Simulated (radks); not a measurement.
Results of a calculation; reference values are marked as such.
Spherical jellium clusters: N electrons in a uniform positive sphere of charge N and radius rs N^(1/3), rs = 4.54 bohr. Level of theory: non-relativistic Kohn-Sham, PBEsol, spin-polarised, spherical densities (a radial shooting solver with Libxc functionals). Levels are named by radial order and angular momentum (1s, 1p, 1d, 2s, ...), and open shells are averaged over m.

N = 8, configuration 1s2 1p6. This is the lowest configuration that the search found. Occupied and some empty levels:

| level | occupation | eigenvalue (eV) | <r> (bohr) |
|---|---|---|---|
| 1s | 2 | -3.8557 | 6.077 |
| 1p | 6 | -2.9013 | 7.280 |
| 1d | 0 | -1.7283 | 8.365 |
| 2s | 0 | -1.2696 | 8.094 |
| 1f | 0 | -0.46769 | 9.854 |

Energy (eV): total -14.5646, kinetic 10.577, external -226.84, Hartree 112.17, exchange-correlation -25.553, background 115.08.

Electron density:

| r (bohr) | n(r) (e/bohr^3) |
|---|---|
| 0.293 | 0.001610 |
| 1.03 | 0.001750 |
| 1.77 | 0.002022 |
| 2.50 | 0.002378 |
| 3.24 | 0.002747 |
| 3.98 | 0.003049 |
| 4.71 | 0.003204 |
| 5.45 | 0.003154 |
| 6.19 | 0.002880 |
| 6.92 | 0.002415 |
| 7.66 | 0.001844 |
| 8.40 | 0.001275 |
| 9.14 | 0.0007969 |
| 9.87 | 0.0004555 |
| 10.6 | 0.0002434 |
| 11.3 | 0.0001243 |
| 12.1 | 0.00006253 |
| 12.8 | 0.00003073 |
| 13.6 | 0.00001494 |
| 14.3 | 7.270e-06 |
